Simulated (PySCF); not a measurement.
UHF on Kr²⁺ (krypton, charge +2)

Configuration: [Ar] 3d10 4s1 4p4 5s1, high-spin 5P determinant (an excited configuration). Computed with PySCF 2.14 in aug-cc-pV5Z-PP with ECP10MDF (8s7p6d4f3g2h, 136 functions), with scalar relativity through the core potential.

- Total energy: -459.673201 hartree
- One-electron energy: -778.0251 hartree
- Hartree (Coulomb) energy: 349.4845 hartree
- Exchange energy: -31.1327 hartree
- ⟨S²⟩: 6.0018
- ⟨L²⟩: 2.397
- Sum of ⟨r⟩: 21.59 bohr
- Sum of ⟨r²⟩: 36.32 bohr²
- Traceless quadrupole moment −½Σ⟨3z² − r²⟩ along its main axis: -3.11 e·bohr²
- Time after the integrals: roughly 8 core-seconds

| shell | electrons | mean orbital energy (hartree) | spread (hartree) | rms radius, mean of both spins (bohr) |
| --- | --- | --- | --- | --- |
| 3s α | 1 | -12.06279 | 0 | 0.567 |
| 3s β | 1 | -11.98623 | 0 | 0.567 |
| 3p α | 3 | -9.73585 | 0.03054 | 0.582 |
| 3p β | 3 | -9.68010 | 0.00781 | 0.582 |
| 3d α | 5 | -4.99657 | 0.02512 | 0.602 |
| 3d β | 5 | -4.95955 | 0.00816 | 0.602 |
| 4s α | 1 | -2.38229 | 0 | 1.56 |
| 4p α | 3 | -1.62145 | 0.07959 | 1.80 |
| 4p β | 1 | -1.36090 | 0 | 1.80 |
| 5s α | 1 | -0.63638 | 0 | 3.83 |

Energies and moments cover only the electrons outside the core potential. The outer electron is Rydberg-like, and this basis confines it to a smaller radius and binds it less than a complete one would.
